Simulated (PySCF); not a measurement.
Compound: C4H7FO2.
SMILES with atom numbers: `[F:1][C@H:2]1[CH2:3][O:4][CH2:5][CH2:6][O:7]1` (hydrogens: H8 on C2; H9, H10 on C3; H11, H12 on C5; H13, H14 on C6)

Structure optimised with GFN2-xTB, isolated species.

Problem. Give the optimised bond lengths and angles.

Solution. 
| bond | length (bohr) |
| --- | --- |
| F1–C2 | 2.619 |
| C2–C3 | 2.900 |
| C3–O4 | 2.656 |
| O4–C5 | 2.669 |
| C5–C6 | 2.884 |
| C6–O7 | 2.697 |
| C2–O7 | 2.596 |
| C2–H8 | 2.074 |
| C3–H9 | 2.061 |
| C3–H10 | 2.082 |
| C5–H11 | 2.060 |
| C5–H12 | 2.080 |
| C6–H13 | 2.072 |
| C6–H14 | 2.059 |

A selection of angles:
| angle | degrees |
| --- | --- |
| F1–C2–C3 | 108.8 |
| F1–C2–O7 | 109.7 |
| F1–C2–H8 | 106.1 |
| C3–C2–O7 | 113.3 |
| C3–C2–H8 | 111.3 |
| O7–C2–H8 | 107.3 |
| C2–C3–O4 | 112.2 |
| C2–C3–H9 | 109.8 |
| C2–C3–H10 | 107.7 |
| O4–C3–H9 | 106.7 |
| O4–C3–H10 | 110.5 |
| H9–C3–H10 | 110.0 |
| C3–O4–C5 | 111.1 |
| O4–C5–C6 | 110.1 |
| O4–C5–H11 | 106.3 |
| O4–C5–H12 | 109.9 |
| C6–C5–H11 | 111.1 |
| C6–C5–H12 | 109.6 |
| H11–C5–H12 | 109.9 |
| C5–C6–O7 | 110.0 |
| C5–C6–H13 | 110.0 |
| C5–C6–H14 | 111.6 |
| O7–C6–H13 | 109.4 |
| O7–C6–H14 | 105.6 |
| H13–C6–H14 | 110.0 |
| C2–O7–C6 | 112.4 |

Torsions: F1–C2–C3–O4 73° (synclinal); C2–C3–O4–C5 53° (synclinal); C3–O4–C5–C6 -58° (synclinal); O4–C5–C6–O7 59° (synclinal); C5–C6–O7–C2 -55° (synclinal); F1–C2–O7–C6 -71° (synclinal).

The 6-membered ring C2–C3–O4–C5–C6–O7 has internal angles of 110.0° to 113.3°; it is puckered, 0.22 Å rms from its mean plane, widest ring torsion 59°. Of the pairs four or more bonds apart, F1···H13 is among the closest relative to their van der Waals radii: 2.56 Å, 96 % of the sum of Bondi's values. The 4 C–O bonds span 1.374 Å (C2–O7, drawn single) to 1.427 Å (C6–O7, drawn single), a spread of 0.053 Å.

Point group: C1 (no symmetry element, even within 0.4 Å). Stationary, but not proved a minimum. The numbers are those of one conformer.

These are computed values.
